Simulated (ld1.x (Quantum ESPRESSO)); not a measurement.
# Which change was made? (As, PAW)

As (Z = 33), PAW, made with ld1.x (Quantum ESPRESSO) 7.5 (PBEsol, scalar-relativistic). Core [Ne], reference 3s2 3p6 3d10 4s2 4p3. Waves: 3s (bound): rcut 0.80, rcutus 1.00 bohr; 4s (bound): rcut 0.80, rcutus 1.00 bohr; 3p (bound): rcut 0.85, rcutus 1.10 bohr; 4p (bound): rcut 0.85, rcutus 1.10 bohr; 3d (bound): rcut 0.60, rcutus 0.65 bohr; 3d channel at -0.95 Ry: rcut 0.60, rcutus 0.65 bohr. Local part: all-electron potential smoothed inside 0.65 bohr (lloc = -2). Core correction: a·sin(br)/r model core, default radius (ld1.x builds one for every PAW set, though the input has nlcc=.false.). Augmentation charge: BESSEL, radius 0.60 bohr.

Cutoffs, loose and tight: the cutoffs (Ry, on a coarse ladder) from which the occupation-weighted sum of valence levels, in a spherical-Bessel basis at the reference potential, stays within 10 and 1 mRy of its value at 400 Ry. They do not see the model core or the augmentation charge, which bear on the density cutoff. Test errors are all-electron minus pseudo excitation energies from the reference, over the configurations 3s2 3p6 3d10 4s2 4p2; 3s2 3p6 3d10 4s2 4p1; 3s2 3p6 3d10 4s2 4p0; 3s2 3p5 3d10 4s2 4p3; 3s1 3p6 3d10 4s2 4p3; 3s2 3p6 3d10 4s1 4p4; 3s2 3p6 3d9 4s2 4p4; variants that change the core or the reference have their own tests. The largest error is taken over the tests solved by every variant that gives reliable tests at all, those not shown here included: 3s2 3p6 3d10 4s2 4p0; 3s2 3p6 3d10 4s2 4p1; 3s2 3p6 3d10 4s2 4p2.

The base gives: outcome: generated, overlap not positive; bound ghosts: not determined (overlap not positive); largest test error (meV): +36.

Problem. After one change the result is: outcome: generated, misses its reference levels by 0.77 eV; bound ghosts: none; largest test error (meV): -378. Which change was it?
A. waves 3p (bound): rcut 0.64, rcutus 0.68 bohr; 4p (bound): rcut 0.64, rcutus 0.68 bohr
B. type TM; waves now 3s (bound): rc 1.00 bohr; 3p (bound): rc 1.10 bohr; 3d (bound): rc 0.65 bohr; local potential all-electron potential smoothed inside 0.85 bohr (lloc = -1); core correction none
C. core [Ar], valence charge 15; reference 3d10 4s2 4p3; waves now 4s (bound): rcut 1.20, rcutus 1.60 bohr; 4s channel at 3.4 Ry: rcut 1.20, rcutus 1.60 bohr; 4p (bound): rcut 1.40, rcutus 1.50 bohr; 4p channel at 0.35 Ry: rcut 1.40, rcutus 1.50 bohr; 3d (bound): rcut 0.75, rcutus 1.00 bohr; 3d channel at -0.95 Ry: rcut 0.75, rcutus 1.00 bohr; local potential all-electron potential smoothed inside 0.80 bohr (lloc = -1); core correction a·sin(br)/r model core, default radius (core density twice the valence density)

Solution. B. The others give: core [Ar], valence charge 15; reference 3d10 4s2 4p3; waves now 4s (bound): rcut 1.20, rcutus 1.60 bohr; 4s channel at 3.4 Ry: rcut 1.20, rcutus 1.60 bohr; 4p (bound): rcut 1.40, rcutus 1.50 bohr; 4p channel at 0.35 Ry: rcut 1.40, rcutus 1.50 bohr; 3d (bound): rcut 0.75, rcutus 1.00 bohr; 3d channel at -0.95 Ry: rcut 0.75, rcutus 1.00 bohr; local potential all-electron potential smoothed inside 0.80 bohr (lloc = -1); core correction a·sin(br)/r model core, default radius (core density twice the valence density) → outcome: generated; cutoff, loose: 160 Ry; cutoff, tight: 260 Ry; bound ghosts: s, p; largest test error (meV): -330 | waves 3p (bound): rcut 0.64, rcutus 0.68 bohr; 4p (bound): rcut 0.64, rcutus 0.68 bohr → outcome: generated; cutoff, loose: over 300 Ry; cutoff, tight: over 300 Ry; bound ghosts: none; largest test error (meV): -4.6. A file whose overlap is not positive is unfit for use, and its test errors describe a broken file.
